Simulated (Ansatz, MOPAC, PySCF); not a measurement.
Noncovalent pair: HF (SMILES F) (first 2 atoms) with CH2O2 (SMILES O=CO); geometry from B3LYP-D3(BJ)/def2-TZVP, rigid monomers moved along the line of their centres of mass till H2···O3 is 1.49 Å.
(charge 0, multiplicity 1):
```xyz
7

F      0.3902     0.0014     0.4621
H     -0.1553    -0.4725     1.0950
O     -0.6676    -0.7876     2.4544
C     -0.0863    -0.0380     3.2119
O      0.8142     0.8632     2.8638
H     -0.2571    -0.0357     4.2926
H      0.9420     0.8335     1.8891
```

Monomers are frozen at their geometry in the pair; levels with a basis set take the counterpoise correction. Rows marked so take none.

Rows in 6-31G* carry no dispersion term and start afresh at each structure (6-31G* with six Cartesian d functions). The state reached by AM1, PM3 isn't checked.

The values were computed with Ansatz (a program for electronic structure) with Gaussian orbitals; MOPAC for AM1, PM3 (differences of heats of formation); PySCF for 6-31G* rows, the dispersion terms. 

Question: One of these levels gives 11.55 kcal/mol for the interaction energy. Which?
A. AM1
B. PM3
C. PBE-D3(BJ)/def2-TZVPPD
D. M06-2X/6-31G* (no counterpoise)

Answer: A, AM1. The others give 3.66 (PM3), -12.50 (PBE-D3(BJ)/def2-TZVPPD), -17.15 (M06-2X/6-31G* (no counterpoise))
